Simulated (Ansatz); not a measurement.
The cluster Cd₆O₆⁺. Total charge 1; doublet. Geometry PBE0-D4/def2-SVP, that of the neutral singlet.

```xyz
12

Cd   -1.686    0.035   -0.249
Cd    1.634   -0.474    1.600
Cd    1.613   -0.913   -1.506
Cd   -1.692    0.688   -2.939
Cd   -0.369   -0.778    3.403
Cd    1.209    2.306   -1.307
O    -1.864    0.286    1.920
O    -0.877    1.321    2.010
O    -0.131   -1.100   -2.588
O    -0.727   -1.566   -1.343
O     2.857   -0.875    0.036
O     0.034    1.069    0.962
```

In the def2 sets Cd takes a core potential; there is no spin–orbit coupling. The structure holds 3 bonds between oxygen atoms, so isomers without such links may lie far lower. At HF/def2-SVP the charge 1 doublet is spin-contaminated (final ⟨S²⟩ up to 0.85, 0.75 for a pure state). At PBE-D4/def2-SVP the gap within one spin of the charge 1 doublet nearly closes, so an electron or hole may be smeared out by delocalisation error. The structure comes from a short search, and lower isomers may exist.

Q: Estimate the α-spin orbital energies around the gap (eV) in Ansatz with HF/def2-SVP, PBE-D4/def2-SVP, PBE0-D4/def2-SVP.

A: 
| orbital | HF/def2-SVP | PBE-D4/def2-SVP | PBE0-D4/def2-SVP |
| --- | --- | --- | --- |
| HOMO−5 | -14.15 | -9.94 | -11.02 |
| HOMO−4 | -13.88 | -9.80 | -10.99 |
| HOMO−3 | -13.80 | -9.67 | -10.90 |
| HOMO−2 | -13.09 | -9.42 | -10.59 |
| HOMO−1 | -12.08 | -9.12 | -10.09 |
| HOMO | -11.11 | -9.06 | -9.80 |
| LUMO | -3.81 | -7.18 | -6.27 |
| LUMO+1 | -3.37 | -6.88 | -6.14 |
| LUMO+2 | -3.21 | -6.27 | -5.56 |
| LUMO+3 | -2.76 | -5.59 | -5.18 |
| LUMO+4 | -2.05 | -5.39 | -4.45 |
| LUMO+5 | -1.73 | -5.18 | -4.36 |
| β HOMO | -11.06 | -8.89 | -9.55 |
| β LUMO | -5.61 | -8.78 | -8.49 |
